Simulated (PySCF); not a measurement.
Geometries of 2 isomers of C4H7BF2, from PBE0-D3(BJ)/def2-SVP geometry optimisation, gas phase (PySCF). One conformer each, no zero-point energy, no frequencies.

Question: Which is lower in electronic energy at this level?
A.
```xyz
14
angstrom
C     -0.778   -1.288    0.995
C     -0.500   -0.199    0.266
C     -0.870    1.183    0.712
C      0.254   -0.297   -1.044
B      1.756    0.011   -0.738
F      2.159    1.223   -0.393
F      2.686   -0.925   -0.758
H     -0.500   -2.290    0.656
H     -1.296   -1.208    1.954
H      0.020    1.830    0.770
H     -1.552    1.655   -0.016
H     -1.361    1.177    1.694
H      0.159   -1.302   -1.478
H     -0.143    0.435   -1.767
```
B.
```xyz
14
angstrom
F      1.861    0.944   -1.943
B      2.010    0.765   -0.643
F      3.051    1.363   -0.089
C      1.037   -0.130    0.189
C     -0.332   -0.295   -0.426
C     -1.509   -0.681    0.418
C     -1.410    0.710   -0.142
H      1.533   -1.115    0.301
H      0.969    0.269    1.215
H     -0.322   -0.696   -1.445
H     -1.340   -0.811    1.491
H     -2.256   -1.360   -0.002
H     -1.178    1.524    0.552
H     -2.082    0.996   -0.954
```

Answer: A. That is `C=C(C)CB(F)F`, 4.0 kcal/mol below the other.

```
      SMILES                         atoms numbered as above      E (Eh)  relative (kcal/mol)  relative (kJ/mol)  dipole (D)
C=C(C)CB(F)F  [CH2:1]=[C:2]([CH3:3])[CH2:4][B:5]([F:6])[F:7]  -380.59880                  0.0                0.0        1.46
 FB(F)CC1CC1  [F:1][B:2]([F:3])[CH2:4][CH:5]1[CH2:6][CH2:7]1  -380.59236                  4.0               16.9        1.51
```

As drawn, the lower has a C=C bond outside aromatic rings, which the higher lacks; the higher has a three-membered ring, which the lower lacks.
